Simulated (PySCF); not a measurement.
## `[BH3-][P+](C)(C)C`: ΔSCF against reference XPS values

Measured values to reproduce (core binding energies): P 2p3/2 of P2 137.00 eV [1]; P 2p3/2 of P2 137.17 eV [2]; B 1s of B1 192.76 eV [1]; B 1s of B1 192.93 eV [2]; C 1s of C3/C4/C5 290.79 eV [1]. Sources and the comparison follow the method.

C3H12BP.
Bonds: B1–P2, P2–C3, P2–C4, P2–C5. Hydrogens: H6, H7, H8 on B1; H9, H10, H11 on C3; H12, H13, H14 on C4; H15, H16, H17 on C5.

Computed, not measured: delta-SCF UKS SCAN, pcX-2 on the ionised atom, pcseg-1 elsewhere, spin-free X2C in PySCF. Binding energies are ΔSCF values: E(core-ionised, relaxed orbitals) − E(ground state) at a fixed geometry, referred to the vacuum level.

```json
{"atom": "P2", "environment": "phosphorus bonded to B and 3 C", "level": "P 2p3/2", "this calculation (eV)": "137.11", "reference (eV)": "137.00", "difference (eV)": "+0.11", "source": "[1]"}
{"atom": "P2", "environment": "phosphorus bonded to B and 3 C", "level": "P 2p3/2", "this calculation (eV)": "137.11", "reference (eV)": "137.17", "difference (eV)": "-0.06", "source": "[2]"}
{"atom": "B1", "environment": "four-coordinate boron", "level": "B 1s", "this calculation (eV)": "192.89", "reference (eV)": "192.76", "difference (eV)": "+0.13", "source": "[1]"}
{"atom": "B1", "environment": "four-coordinate boron", "level": "B 1s", "this calculation (eV)": "192.89", "reference (eV)": "192.93", "difference (eV)": "-0.04", "source": "[2]"}
{"atom": "C3/C4/C5", "environment": "sp3 carbon bound to phosphorus", "level": "C 1s", "this calculation (eV)": "291.00", "reference (eV)": "290.79", "difference (eV)": "+0.21", "source": "[1]"}
```

[1] measured, gas; Perry, Schaaf, Jolly, LBL-3517 (X-ray photoelectron spectroscopic study of charge distributions in tetracovalent compounds of nitrogen and phosphorus, 1975) Note: scanned preprint of the 1970s; energy scale about 0.17 eV below the 1984 compilation; uncertainty about 0.05 eV.
[2] measured, gas; Beach, A photoelectron spectroscopic study of bonding in inorganic and organometallic compounds, PhD thesis, LBL 1985

Task: How well does this level of theory reproduce the measurements here?

Result: Over the 5 different measured values (3 distinct lines) the mean signed difference is +0.07 eV, the mean unsigned one 0.11 eV and the largest 0.21 eV. The calculation is vertical and has no vibrational structure, and measured positions depend on the energy calibration.

Task: What does the calculation give for the levels without a reference value here?

Result: P2 P 1s 2150.80 eV.

The first atom of each set that the bonding makes equivalent was ionised and stands for the set. For 2p shells one spin-free hole was relaxed; a mean-field spin–orbit operator and the ground-state splitting of the three 2p orbitals were then diagonalised within the shell. The shell's mean is (2 × 2p3/2 + 2p1/2)/3, and the degeneracies 2j + 1 give areas of 2:1. 2p1/2 minus 2p3/2 (ligand field included): P 0.89 eV. Isolated species at its PBE0-D3(BJ)/def2-SVP geometry, gas phase.

The run took 38 s on an Arm Neoverse V1 with one thread, no GPU (shared host), and the process peaked at 0.64 GiB of memory.
